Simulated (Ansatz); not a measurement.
This geometry of F3H5O3W (12 atoms, charge 0, multiplicity 1) is a first-order saddle point.

Theory: Ansatz, RKS B3LYP-D4/def2-SVP.

```xyz
12
Properties=species:S:1:pos:R:3
W 0.085 0.122 0.103
F 0.371 -0.202 2.270
H 1.563 -0.606 0.506
F -0.453 1.578 -1.012
F -1.592 0.409 0.917
O -0.473 -1.651 -0.090
H 0.044 -2.329 -0.549
O 1.114 -0.142 -1.506
H 0.790 0.434 -2.219
O 1.056 1.597 1.183
H 1.925 1.957 0.960
H 0.901 0.786 2.095
```

Which two structures does it join? (They come from a converged band through this point; their orientation in space is the band's.)

Bonds broken: W1–F2, O10–H12. Bonds formed: F2–H12. F3H5O3W becomes F2H4O3W + FH.

Initial state:

```xyz
12
Properties=species:S:1:pos:R:3
W 0.097 -0.146 0.263
F 0.101 0.103 2.133
H 1.634 -0.770 0.646
F -0.636 1.667 0.195
F -1.730 -0.661 0.368
O 0.168 -2.035 -0.078
H -0.720 -2.396 -0.239
O 0.568 0.180 -1.523
H 0.734 1.068 -1.873
O 1.725 1.448 0.594
H 2.246 1.279 1.395
H 1.145 2.215 0.776
```

Final state:

```xyz
12
Properties=species:S:1:pos:R:3
W 0.279 0.343 -0.137
F 0.724 -0.113 2.733
H 1.697 -0.570 0.084
F -0.499 1.719 -1.214
F -1.069 0.729 1.194
O -0.414 -1.393 0.111
H 0.023 -2.177 -0.249
O 0.846 -0.142 -1.898
H 0.486 0.427 -2.598
O 1.429 1.591 0.652
H 1.991 1.371 1.412
H -0.162 0.169 2.568
```

How far does it lie above each of them?

109.7 kJ/mol above the first and 47.6 kJ/mol above the second. This is the barrier of this one path; another mechanism may lie lower. The orbitals stay closed-shell, which can raise the energy where a bond breaks towards radicals; this wasn't checked here.

Time of the run: 12 min on 4 threads of Arm Neoverse V2 (shared host), peak memory 0.43 GiB.
